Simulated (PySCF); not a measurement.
SnCl3Br, SMILES [Cl][Sn]([Cl])([Br])[Cl].

Geometry optimised at PBE-D3(BJ)/def2-SVP. The structure was generated by enumeration; whether it is a known compound was not checked. The def2 effective core potentials stand for the cores of Sn; spin–orbit coupling is left out.

All values below come from PBE-D3(BJ)/def2-SVP in PySCF.

Frequencies are harmonic and unscaled.

Modes within 1.5 cm⁻¹ of each other (mostly degenerate sets) share a row, with their intensities summed.

| mode | ν (cm⁻¹) | IR (km/mol) | moving atoms (share of kinetic energy) |
|---|---|---|---|
| 1–2 | 78 | 0.7 | Cl 71 %, Br 23 % |
| 3–4 | 110 | 12.1 | Cl 71 %, Sn 25 % |
| 5 | 112 | 8.2 | Cl 71 %, Br 15 %, Sn 15 % |
| 6 | 253 | 19.2 | Br 57 %, Sn 30 %, Cl 13 % |
| 7 | 354 | 30.2 | Cl 81 %, Sn 17 % |
| 8–9 | 384 | 102.3 | Cl 71 %, Sn 29 % |
